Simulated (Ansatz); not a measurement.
Reaction (substitution at a C–C bond): `NBCCN` + H–F → `NBCF` + CH₃NH₂

Program: Ansatz. Geometries: PBE0-D4/def2-TZVP. ΔE: electronic, gas phase. CCSD(T)/CBS adds triple-zeta CCSD(T) − MP2 to the extrapolated MP2 energy (def2 sets, frozen cores). This one scheme is used for every species. Functionals use def2-TZVPP. One conformer a species, not always the lowest.

`NBCCN`:

```xyz
14

N    -2.161    0.178    0.829
B    -1.225   -0.334   -0.064
C    -0.082    0.556   -0.684
C     1.263   -0.154   -0.643
N     1.575   -0.515    0.734
H    -2.907   -0.372    1.217
H    -2.140    1.126    1.166
H    -1.343   -1.483   -0.395
H     0.000    1.531   -0.183
H    -0.334    0.777   -1.730
H     2.039    0.462   -1.123
H     1.193   -1.082   -1.219
H     2.456   -1.010    0.793
H     1.666    0.320    1.302
```

H–F:

Cartesian coordinates in Å:
```
F -0.231 -0.397 0.028
H 0.231 0.397 -0.028
```

`NBCF`:

```xyz
9

N     1.017   -0.475   -0.859
B     0.039   -0.641    0.104
C    -0.776    0.608    0.602
F    -0.381    1.789   -0.034
H     1.578   -1.224   -1.225
H     1.219    0.431   -1.251
H    -0.188   -1.726    0.559
H    -1.851    0.479    0.423
H    -0.657    0.758    1.682
```

CH₃NH₂:

Z-matrix (Å, degrees):
```
C
N 1 1.453
H 1 1.092 2 109.4
H 1 1.100 2 115.4 3 -121.6
H 1 1.092 2 109.4 3 116.8
H 2 1.012 1 110.6 3 62.6
H 2 1.012 1 110.6 3 -179.3
```

```tsv
species	PBE energy (Eh)
`NBCCN`	-215.81632
H–F	-100.39340
`NBCF`	-220.42869
CH₃NH₂	-95.76706
```

Task: Work out ΔE.

Result: ΔE = (-220.42869) + (-95.76706) − (-215.81632) − (-100.39340) = 0.01397 Eh = +36.7 kJ/mol. CCSD(T)/CBS gives +56.0 kJ/mol.

Largest T1 diagnostic among the species: 0.012.

From PBE to PBE0 (25 % exact exchange), in def2-TZVPP and without D4, ΔE moves by +5.5 kJ/mol. In def2-TZVPP, CCSD(T) changes the Hartree–Fock value by +26.8 kJ/mol (the triples alone add +2.8 kJ/mol) and MP2 by +37.8 kJ/mol.
